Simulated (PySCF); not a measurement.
Electronic absorption of C3ClF3O

Species: C₃ClF₃O.
SMILES: `O=C(Cl)C(F)=C(F)F`

Computed with PySCF 2.14.0, density-fitted response routines, TDDFT PBE0/def2-SVPD, vertical, gas phase, core orbitals frozen in the response. One conformer (not necessarily the lowest) at the GFN2-xTB geometry, without solvent, vibrations or thermal averaging. Torsions of this conformer, `[O:1]=[C:2]([Cl:3])[C:4]([F:5])=[C:6]([F:7])[F:8]`: O1–C2–C4–F5 180°.

```tsv
state	E (eV)	λ (nm)	f	|μ| (D)	symmetry	main configurations (H = HOMO, L = LUMO)
S1	4.59	269.9	0.0000	0.02	–	H-1→L (96%)
S2	5.57	222.7	0.310	3.83	A′	H→L (96%)
S3	5.81	213.4	0.0003	0.11	–	H-3→L (97%)
S4	6.24	198.7	0.030	1.13	A′	H-2→L (90%)
S5	6.83	181.6	0.0027	0.32	A″	H→L+1 (93%)
S6	7.72	160.6	0.0075	0.51	A″	H→L+2 (94%)
S7	7.80	158.9	0.053	1.34	A′	H-1→L+1 (79%), H-3→L+1 (9%)
S8	8.19	151.4	0.0021	0.26	A″	H-2→L+1 (85%), H-2→L+2 (10%)
```

Triplets (Tamm–Dancoff): T1 3.42 eV, H→L (94%); T2 4.13 eV, H-1→L (92%); T3 5.22 eV, H-2→L (89%).

The lowest singlet lies at 4.59 eV (270 nm, ultraviolet) and is dark (f under 0.0005); its leading configuration is HOMO-1→LUMO (96%). The strongest level in the table is S2 at 5.57 eV (223 nm, f = 0.310). Löwdin shares by element: HOMO carbon 53% or more, fluorine 25% or more (atoms not listed hold the other 22%); LUMO carbon 56%, oxygen 22% (atoms not listed hold the other 22%). Orbital energies (eV): HOMO-3 -9.96, HOMO-2 -9.92, HOMO-1 -9.19, HOMO -8.66, LUMO -2.64, LUMO+1 -0.18, LUMO+2 0.44. The listed states span 3.59 eV, and the widest gap between neighbours is 0.97 eV (S1 to S2). The oscillator strengths of these states sum to 0.406; summed over the whole spectrum of an exact calculation they would give the number of electrons, 70 (Thomas–Reiche–Kuhn). No computed singlet lies in the visible range (380 to 750 nm); the lowest, at 270 nm, stands 1.33 eV above its violet end (3.26 eV). Symmetry labels in Cs follow from the direction of the transition dipole and are given only for states with f of 0.002 or more. Only the lowest 8 singlets were computed, as vertical energies without vibronic structure.
